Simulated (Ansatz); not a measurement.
CH$_{5}$AlO$_{2}$S (SMILES C[S][Al]([OH])[OH]), singlet, geometry from GFN2-xTB (such geometries of metal compounds can be far from the true shape), with bond 8-7 at 1.8 times its length; CASSCF(4,5)/6-31G (Ansatz, a quantum-chemistry and plane-wave program).

The Ansatz input:
Ansatz 0.2 input:
```yaml
crystal:
  periodic: [false, false, false]
  atoms:
    - {symbol: Al, position_ang: [0.16700736, 0.70981840, 0.47218384]}
    - {symbol: O, position_ang: [1.05939515, 2.07150769, 0.27320484]}
    - {symbol: H, position_ang: [1.61585555, 2.78119357, -0.00696598]}
    - {symbol: O, position_ang: [-0.75491024, 0.27284176, 1.76355360]}
    - {symbol: H, position_ang: [-1.20650768, 0.23481190, 2.59320808]}
    - {symbol: S, position_ang: [0.21287757, -0.71230216, -1.20869084]}
    - {symbol: C, position_ang: [-0.86787526, -2.08866238, -0.66232184]}
    - {symbol: H, position_ang: [-1.58130749, -1.72923107, 1.11806945]}
    - {symbol: H, position_ang: [-0.27374176, -2.99710049, -0.65294564]}
    - {symbol: H, position_ang: [-1.67714423, -2.18355261, -1.37955396]}
basis:
  gaussian:
    orbitals: 6-31G
hamiltonian:
  xc: hf
magnetization: {spin_polarized: false}
correlation: {active_space: {window: {electrons: 4, orbitals: 5}}}
```

What the program printed (banner, timings and long lists left out):

```
Functional definition: HF
718 factors; integrals over basis functions are off by at most 3.0e-4 eV
mean field evaluation 1: about -22575.8157 eV, gradient 4.8e1 eV
mean field evaluation 2: about -22575.8227 eV, gradient 4.8e1 eV
mean field evaluation 4: about -22580.1599 eV, gradient 2.6e0 eV
mean field evaluation 8: about -22580.1968 eV, gradient 9.7e-2 eV
mean field -22580.19686017 eV, -829.8069292040 hartree, gradient 2.3e-6 eV, S^2 0.000000; 0 other end points of the search recorded, 0 dependent functions left out
reference -22580.19686017 eV, -829.8069292040 hartree; 28, 28 occupied and 35, 35 virtual orbitals, 718 factors
state -22582.29154374 eV, -829.8839074054 hartree
Total energy: -22582.29154374 eV, -829.8839074054 hartree
```
